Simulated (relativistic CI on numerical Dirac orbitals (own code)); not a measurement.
Ligand-field terms of d2

Computed with a parametric ligand-field model of a d^n configuration (Racah B and C, spin-orbit zeta, crystal field), exact diagonalisation.

Field parameters in Wybourne normalisation: Oh B⁴₀ = 21Dq, B⁴₄ = √(5/14) B⁴₀; Td as Oh with Dq negative (B⁴₀ = 21Dq, B⁴₄ = √(5/14) B⁴₀). The field is a parameter set, without covalency.

Task: Ground term and bands for B = 480, C = 1710, ζ = 0 cm⁻¹, Td, 10Dq = -7800 cm⁻¹?

Result: Ground term 3A2 with 2.00 electrons in the two orbitals of the cubic e set. Spin-allowed: 3T2 7800 cm⁻¹ (1282 nm), 3T1 11935 cm⁻¹ (838 nm), 3T1 18665 cm⁻¹ (536 nm). Lowest spin-forbidden: 1E 7090 cm⁻¹ (1410 nm), 1A1 12420 cm⁻¹ (805 nm), 1T2 14739 cm⁻¹ (678 nm). With an A2 ground term the first spin-allowed band lies at |10Dq| itself.

Task: A d2 ion in Oh symmetry has the ground term 3T1 and bands at 1T2 9417 cm⁻¹ (1062 nm), 1E 9615 cm⁻¹ (1040 nm), 3T2 11873 cm⁻¹ (842 nm), 1A1 19880 cm⁻¹ (503 nm), 3T1 20446 cm⁻¹ (489 nm), 3A2 24923 cm⁻¹ (401 nm). Which parameters reproduce them?

Result: B = 650, C = 2570, ζ = 0 cm⁻¹, Oh, 10Dq = 13050 cm⁻¹.

Task: A d2 ion in Oh symmetry has the ground term 3T1 and bands at 3T2 10083 cm⁻¹ (992 nm), 1T2 15529 cm⁻¹ (644 nm), 1E 15968 cm⁻¹ (626 nm), 3A2 21483 cm⁻¹ (465 nm), 3T1 22565 cm⁻¹ (443 nm), 1T2 27796 cm⁻¹ (360 nm). Which parameters reproduce them?

Result: B = 920, C = 4730, ζ = 0 cm⁻¹, Oh, 10Dq = 11400 cm⁻¹.

Task: A d2 ion in Oh symmetry has the ground term 3T1 and bands at 1T2 10633 cm⁻¹ (940 nm), 1E 10775 cm⁻¹ (928 nm), 3T2 22165 cm⁻¹ (451 nm), 1A1 23790 cm⁻¹ (420 nm), 3T1 31680 cm⁻¹ (316 nm), 3A2 45915 cm⁻¹ (218 nm). Which parameters reproduce them?

Result: B = 740, C = 2920, ζ = 0 cm⁻¹, Oh, 10Dq = 23750 cm⁻¹.

Task: Ground term and bands for B = 940, C = 4030, ζ = 0 cm⁻¹, Oh, 10Dq = 7800 cm⁻¹?

Result: Ground term 3T1 with 0.09 electrons in the two orbitals of the cubic e set. Spin-allowed: 3T2 6745 cm⁻¹ (1483 nm), 3A2 14545 cm⁻¹ (688 nm), 3T1 19790 cm⁻¹ (505 nm). Lowest spin-forbidden: 1T2 14165 cm⁻¹ (706 nm), 1E 14774 cm⁻¹ (677 nm), 1T2 23624 cm⁻¹ (423 nm).
